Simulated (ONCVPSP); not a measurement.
# Varying the ONCV potential for carbon

Base potential:

- Element: C (Z = 6)
- Generator: ONCVPSP 4.0.1
- Type: optimised norm-conserving Vanderbilt (ONCV)
- Functional: LDA (Perdew-Wang 92)
- Relativity: scalar-relativistic
- Frozen core: [He]
- Valence charge: 4
- Reference configuration: 2s1 2p3
- Partial waves: 2s: rc 0.85 bohr, ncon 4, nbas 8, qcut 8 1/bohr, 2 projectors, debl 0.7 Ha; 2p: rc 2.15 bohr, ncon 4, nbas 8, qcut 6.9 1/bohr, 3 projectors, debl 2.5 Ha; d scattering state at 0.18 Ha: rc 1.70 bohr, ncon 5, nbas 9, qcut 5.4 1/bohr, 1 projector
- Local potential: polynomial inside 0.70 bohr (lpopt 5, dvloc0 0 Ha)
- Core correction: Teter function, fcfact 4.75, rcfact 1.4

Cutoffs, loose and tight: the cutoffs (Ha) at which the residual kinetic energy of the hardest occupied pseudo-wave falls to 1 and 0.1 mHa per electron. They do not see the model core or the augmentation charge, which bear on the density cutoff. Test errors are all-electron minus pseudo excitation energies from the reference, over the configurations 2s2 2p2; 2s2 2p1; 2s2 2p0; 2s0 2p4. A dash means not determined; rows that change the core or the reference have their own tests.

A true bound ghost makes a file unfit for plane-wave use even where its test errors are small: the radial tests pick states by their node count and pass the ghost by.

| change | outcome | cutoff, loose | cutoff, tight | bound ghosts | GHOST(+) flags above zero | largest test error (meV) |
| --- | --- | --- | --- | --- | --- | --- |
| base | generated | 20 Ha | 207 Ha | s | none | +444 |
| all radii but the core radius scaled by about 0.78 (s 0.66, p 1.68, d 1.32 bohr); local potential polynomial inside 0.54 bohr (lpopt 5, dvloc0 0 Ha) | failed: ERROR pspot: first pseudo wave function has node, program will stop | – | – | – | – | – |
| all radii but the core radius scaled by about 0.85 (s 0.72, p 1.82, d 1.44 bohr); local potential polynomial inside 0.60 bohr (lpopt 5, dvloc0 0 Ha) | failed: ERROR pspot: first pseudo wave function has node, program will stop | – | – | – | – | – |
| all radii but the core radius scaled by about 0.92 (s 0.78, p 1.98, d 1.56 bohr); local potential polynomial inside 0.64 bohr (lpopt 5, dvloc0 0 Ha) | failed: ERROR pspot: first pseudo wave function has node, program will stop | – | – | – | – | – |
| all radii but the core radius scaled by about 1.03 (s 0.88, p 2.22, d 1.76 bohr); local potential polynomial inside 0.72 bohr (lpopt 5, dvloc0 0 Ha) | generated | 20 Ha | 122 Ha | s | p | +479 |
| all radii but the core radius scaled by about 1.06 (s 0.90, p 2.28, d 1.80 bohr); local potential polynomial inside 0.74 bohr (lpopt 5, dvloc0 0 Ha) | generated | 20 Ha | 67 Ha | s | p | +520 |
| all radii but the core radius scaled by about 1.14 (s 0.96, p 2.44, d 1.94 bohr); local potential polynomial inside 0.80 bohr (lpopt 5, dvloc0 0 Ha) | generated | 21 Ha | 27 Ha | none | p | +618 |
| all radii but the core radius scaled by about 1.21 (s 1.02, p 2.60, d 2.06 bohr); local potential polynomial inside 0.84 bohr (lpopt 5, dvloc0 0 Ha) | generated | 22 Ha | 27 Ha | none | none | +729 |
| all radii but the core radius scaled by about 1.27 (s 1.08, p 2.74, d 2.16 bohr); local potential polynomial inside 0.90 bohr (lpopt 5, dvloc0 0 Ha) | generated | 21 Ha | 27 Ha | none | none | +860 |
| all radii but the core radius scaled by about 1.33 (s 1.14, p 2.86, d 2.26 bohr); local potential polynomial inside 0.94 bohr (lpopt 5, dvloc0 0 Ha) | generated | 21 Ha | 27 Ha | none | none | +996 |

Reading the sweep of the scale of all radii but the core radius (base = 1) (base included, trends over the rows without a ghost): The loose cutoff stays near 21 Ha. The median size of the test errors (rows with all tests solved) rises from 61.7 meV at 1.14 to 101.1 meV at 1.33. More of the atom is replaced by a form fitted at one configuration, so other configurations suffer as the radius grows. Bound ghosts are found at 1, 1.03, 1.06. The generation fails at 0.78, 0.85, 0.92.
